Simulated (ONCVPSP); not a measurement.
An all-electron radial function and its pseudo partner (manganese)

Columns: radius, all-electron u(r) and pseudo u(r) of the 3p shell (level -56.11 eV) of manganese in the configuration [Ne] 3s2 3p6 3d5 4s1 4p1; PBEsol, scalar-relativistic, ONCV scheme, ONCVPSP 4.0.1.

```json
{"r (bohr)": "0.082", "all-electron": "-0.4269", "pseudo": "0.0338"}
{"r (bohr)": "0.165", "all-electron": "-0.5799", "pseudo": "0.1330"}
{"r (bohr)": "0.248", "all-electron": "-0.3196", "pseudo": "0.2866"}
{"r (bohr)": "0.330", "all-electron": "0.0882", "pseudo": "0.4732"}
{"r (bohr)": "0.413", "all-electron": "0.4836", "pseudo": "0.6725"}
{"r (bohr)": "0.495", "all-electron": "0.7868", "pseudo": "0.8538"}
{"r (bohr)": "0.578", "all-electron": "0.9893", "pseudo": "0.9983"}
{"r (bohr)": "0.660", "all-electron": "1.0968", "pseudo": "1.0888"}
{"r (bohr)": "0.742", "all-electron": "1.1323", "pseudo": "1.1247"}
{"r (bohr)": "0.825", "all-electron": "1.1153", "pseudo": "1.1120"}
{"r (bohr)": "0.908", "all-electron": "1.0634", "pseudo": "1.0627"}
{"r (bohr)": "0.990", "all-electron": "0.9913", "pseudo": "0.9913"}
{"r (bohr)": "1.072", "all-electron": "0.9085", "pseudo": "0.9085"}
{"r (bohr)": "1.155", "all-electron": "0.8209", "pseudo": "0.8208"}
{"r (bohr)": "1.238", "all-electron": "0.7341", "pseudo": "0.7340"}
{"r (bohr)": "1.320", "all-electron": "0.6522", "pseudo": "0.6521"}
{"r (bohr)": "1.402", "all-electron": "0.5757", "pseudo": "0.5756"}
{"r (bohr)": "1.485", "all-electron": "0.5047", "pseudo": "0.5046"}
{"r (bohr)": "1.568", "all-electron": "0.4405", "pseudo": "0.4405"}
{"r (bohr)": "1.650", "all-electron": "0.3838", "pseudo": "0.3837"}
{"r (bohr)": "1.733", "all-electron": "0.3328", "pseudo": "0.3327"}
{"r (bohr)": "1.815", "all-electron": "0.2883", "pseudo": "0.2883"}
{"r (bohr)": "1.898", "all-electron": "0.2488", "pseudo": "0.2488"}
{"r (bohr)": "1.980", "all-electron": "0.2148", "pseudo": "0.2147"}
{"r (bohr)": "2.062", "all-electron": "0.1851", "pseudo": "0.1851"}
{"r (bohr)": "2.145", "all-electron": "0.1590", "pseudo": "0.1590"}
```

Task: How many radial nodes do the two functions have?

Result: The all-electron 3p function has n − l − 1 = 1; the pseudo-wave has 0, since the states of the same l below it are removed with the core.

Task: At about which radius was the pseudo-wave matched?

Result: 1.25 bohr. The columns agree to 0.0005 from 0.99 bohr on; several derivatives are matched, so the curves merge somewhat inside the radius.

Task: Is the pseudo-wave norm-conserving?

Result: Yes: the ONCV scheme keeps the norm inside the radius equal to the all-electron one, which fixes the energy derivative of the logarithmic derivative at the level.
